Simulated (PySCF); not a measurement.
An unknown shows these calculated signals:

$^{1}$H NMR (400 MHz, computed): δ 5.94 (s, 2H).

$^{13}$C{$^{1}$H} NMR (computed): δ 222.2 (C), 130.5 (C), 102.2 (C), 91.7 (CH2).

- σ from GIAO-PBE0/pcSseg-1
- structure optimised with GFN2-xTB
- code: PySCF 2.14
- one averaged value for each set of equivalent atoms, non-relativistic Hamiltonian, isolated molecule, one computed conformer

Referencing at the same level of theory: TMS for $^{1}$H (σref 31.72) and $^{13}$C (σref 186.93).

**Question.** Which of these does the molecule contain: a nitrile, a non-aromatic C=C double bond, an amide, a CF3 group, a ketone?

**Answer.** 
- A nitrile: no.
- A non-aromatic C=C double bond: yes.
- An amide: no.
- A CF3 group: yes (δC 130.5).
- A ketone: no.

The data belong to SMILES C=C=C(C(F)(F)F)C(F)(F)F, C5H2F6; they needn't prove each group on their own.

Carbon signals by region: 1 in the far downfield region (above 160 ppm), 2 in the sp2 and nitrile region (100–160 ppm), 1 at 50–100 ppm. Above 160 ppm: 222.2, central carbon of an allene.

Splittings by $^{19}$F in the carbon and heteronuclear signals aren't shown, as no couplings were computed. Shifts are as computed. Against solution values, carbons near 30 ppm lie about +3 ppm off and those near 130 ppm about +5 ppm. Of 1211 compounds with measured shifts, 218 miss one by over three times the rms of a fit or turn the order of signals round; such compounds aren't used in these exercises.
